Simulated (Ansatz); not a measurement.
Total energies of `[F][Sn]([SiH3])([Cl])[Cl]`.

Cartesian coordinates in Å:
```
F -1.773 -0.168 -1.822
Sn -0.103 0.354 -1.053
Si 0.091 -0.480 1.365
Cl 1.476 -0.501 -2.506
Cl -0.068 2.651 -1.294
H 1.414 -0.037 1.861
H -0.017 -1.956 1.323
H -1.019 0.138 2.126
```

The species carries charge 0 and has multiplicity 1. Correlated methods include outer-core shells of Sn, which these sets cover unevenly. Sn: def2 effective core potential. The structure was optimised at the PBE0-D4/def2-TZVP level. Basis def2-TZVPP, Ansatz 0.2.0.

RPA on PBE orbitals: Hartree–Fock energy of these orbitals -1522.60885 Eh, correlation -1.67922 Eh (frozen core).

```
             functional  energy without D4 (Eh)  D4 term (kJ/mol)
            LDA (SPW92)             -1520.93005                 –
                    PBE             -1525.42936             -24.2
                 revPBE             -1525.83556             -53.9
                   BLYP             -1525.98254             -49.7
                 r2SCAN             -1526.01212              -5.8
                 B97M-V             -1525.71252                 –
                   PBE0             -1525.54105             -21.1
                  B3LYP             -1526.18092             -39.4
                r2SCANh             -1525.98979              -6.4
                r2SCAN0             -1525.95800              -7.2
HSE06 (plane-wave form)             -1525.51336             -20.2
                  BHLYP             -1525.94985             -37.3
              CAM-B3LYP             -1526.05065             -22.3
                LC-ωPBE             -1525.69504                 –
                ωB97X-V             -1525.82406                 –
                ωB97M-V             -1525.91377                 –
                 B2PLYP             -1525.41383                 –
               PBE-QIDH             -1525.08244                 –
```

B3LYP takes the VWN-RPA correlation (the form of Gaussian; ORCA's B3LYP/G). HSE06 is the plane-wave form, built on full-range PBE exchange. The double hybrids freeze the cores in their second-order part.

LC-ωPBE has ω = 0.4 bohr⁻¹.
